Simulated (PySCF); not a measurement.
Basis and Hamiltonian dependence of the ionisation energy of Pb+

Pb+ [Xe] 4f14 5d10 6s2 6p1 (2P) → Pb(2+) [Xe] 4f14 5d10 6s2 (1S). All values are computed (PySCF 2.14, energy differences of UHF-based or UKS calculations, no spin-orbit coupling). Values in eV.

```csv
basis,Hamiltonian,functions,UHF,PBE,PBE0,MP2 (valence),CCSD(T) (valence),CCSD(T) (valence and next inner shell)
aug-cc-pVDZ-PP with ECP60MDF,ECP,32,13.173,13.683,13.708,13.298,13.358,n/a
aug-cc-pVTZ-PP with ECP60MDF,ECP,55,13.200,13.704,13.732,13.385,13.449,n/a
def2-TZVPPD with the def2 core potential (60 electrons),ECP,56,13.202,13.707,13.734,13.383,13.446,13.558
aug-cc-pVTZ-DK3,spin-free X2C,84,13.224,13.723,13.753,13.410,13.471,n/a
def2-QZVPPD with the def2 core potential (60 electrons),ECP,88,13.211,13.709,13.738,13.422,13.479,13.665
aug-cc-pVQZ-PP with ECP60MDF,ECP,92,13.209,13.709,13.737,13.422,13.479,n/a
ANO-RCC-VTZP,spin-free X2C,93,13.230,13.728,13.756,13.416,13.476,13.674
aug-cc-pwCVTZ-PP with ECP60MDF,ECP,96,13.213,13.712,13.740,13.409,13.471,n/a
"x2c-TZVPPall with one added diffuse shell each of s, p, d, f type",spin-free X2C,99,13.237,13.757,13.783,13.411,13.469,13.577
"aug-cc-pVQZ-PP with one added diffuse shell each of s, p, d, f, g type with ECP60MDF",ECP,117,13.210,13.709,13.737,13.422,n/a,n/a
aug-cc-pVQZ-DK3,spin-free X2C,118,13.232,n/a,n/a,13.444,13.500,n/a
aug-cc-pwCVTZ-DK3,spin-free X2C,125,13.235,13.738,13.767,13.432,13.494,n/a
"aug-cc-pwCVTZ-DK3 with one added diffuse shell each of s, d, f type",spin-free X2C,138,13.235,n/a,n/a,n/a,n/a,n/a
x2c-QZVPPall,spin-free X2C,142,13.233,13.731,13.761,13.444,n/a,n/a
```

Extrapolation of CCSD(T) (valence) from aug-cc-pVTZ-PP with ECP60MDF and aug-cc-pVQZ-PP with ECP60MDF: the correlation parts are 0.249 and 0.269 eV; with the X⁻³ form and unrounded values, (4³ × 0.269 − 3³ × 0.249)/(4³ − 3³) = 0.284 eV, and adding the Hartree-Fock value 13.209 eV of the larger basis gives 13.493 eV.

Extrapolation of CCSD(T) (valence) from aug-cc-pVTZ-DK3 and aug-cc-pVQZ-DK3: the correlation parts are 0.247 and 0.268 eV; with the X⁻³ form and unrounded values, (4³ × 0.268 − 3³ × 0.247)/(4³ − 3³) = 0.284 eV, and adding the Hartree-Fock value 13.232 eV of the larger basis gives 13.516 eV.

Frozen in the all-electron rows: valence: [Xe] 4f14 5d10; valence and next inner shell: [Kr] 4d10 4f14; with a core potential, the same shells as far as they lie outside it.

Reference for a calculation without spin-orbit coupling: 13.869 eV (measured, between term centres; NIST).
